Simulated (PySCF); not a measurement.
hexafluoroethane (C2F6), SMILES FC(F)(F)C(F)(F)F. The structure is a stationary point at PBE0-D3(BJ)/def2-SVP.

Computed equilibrium geometry at PBE0-D3(BJ)/def2-SVP (PySCF confirms it by a frequency run) as bond lengths and angles, and its point group:
point group D3d.
Atoms: F1 C2 F3 F4 C5 F6 F7 F8. Bonds (Å): F1–C2 1.323, C2–F3 1.323, C2–F4 1.323, C2–C5 1.542, C5–F6 1.323, C5–F7 1.323, C5–F8 1.323. Angles (°): F1–C2–F3 109.2, F1–C2–F4 109.2, F1–C2–C5 109.8, F3–C2–F4 109.2, F3–C2–C5 109.8, F4–C2–C5 109.8, C2–C5–F6 109.8, C2–C5–F7 109.8, C2–C5–F8 109.8, F6–C5–F7 109.2, F6–C5–F8 109.2, F7–C5–F8 109.2.
